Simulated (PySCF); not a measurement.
The vertical singlet excitations below were computed for one of the candidates. Computed with PySCF, TDDFT PBE0/def2-SVPD, vertical, gas phase, core orbitals frozen in the response. Geometries: GFN2-xTB, one conformer each.

| state | ν̃ (cm⁻¹) | f | main configurations (H = HOMO, L = LUMO) |
| --- | --- | --- | --- |
| S1 | 46400 | 0.251 | H→L (95%) |
| S2 | 47850 | 0.0001 | H-1→L (98%) |
| S3 | 50860 | 0.0010 | H→L+1 (88%) |
| S4 | 51050 | 0.0034 | H-2→L (96%) |
| S5 | 55400 | 0.0010 | H→L+2 (71%), H→L+3 (18%), H→L+1 (8%) |
| S6 | 58160 | 0.0018 | H→L+3 (70%), H→L+2 (20%) |

Triplets computed (Tamm–Dancoff): 3.74, 5.53 eV.

Orbital energies (eV): HOMO-3 -9.79, HOMO-2 -9.20, HOMO-1 -8.68, HOMO -7.71, LUMO -1.30, LUMO+1 0.01, LUMO+2 0.37.

**Question.** Which candidate is it?
A. `[SiH3]/C=C(\[SiH3])Cl`
B. `C=C1CC[C@H]1Cl`
C. `F[C@H]([SiH3])C=C`
D. `C[C@@]12C[C@@H]1[C@@H]2Cl`

**Answer.** A. Its S1, at 5.75 eV, is the lowest among the candidates; the nearest of the others has S1 at 6.12 eV. S1 is HOMO→LUMO (95%). Löwdin shares by element: HOMO carbon 53%, chlorine 31%, silicon 6% or more; LUMO carbon 59%, silicon 20% (atoms not listed hold the other 21%). At the same level the other candidates give, for their lowest levels:
- `C=C1CC[C@H]1Cl`: 6.12 eV (f 0.065); 6.21 eV (f 0.047); 6.58 eV (f 0.102); 7.07 eV (f 0.026); 7.51 eV (f 0.005); T1 4.02 eV; HOMO -7.53, LUMO -0.62 eV
- `C=C[C@H](F)[SiH3]`: 6.41 eV (f 0.286); 6.79 eV (f 0.006); 7.27 eV (f 0.005); 7.42 eV (f 0.007); 7.54 eV (f 0.065); T1 4.18 eV; HOMO -7.46, LUMO -0.34 eV
- `C[C@@]12C[C@@H]1[C@@H]2Cl`: 7.08 eV (f 0.012); 7.21 eV (f 0.006); 7.33 eV (f 0.069); 7.59 eV (f 0.024); 7.70 eV (f 0.001); T1 6.56 eV; HOMO -7.53, LUMO 0.67 eV
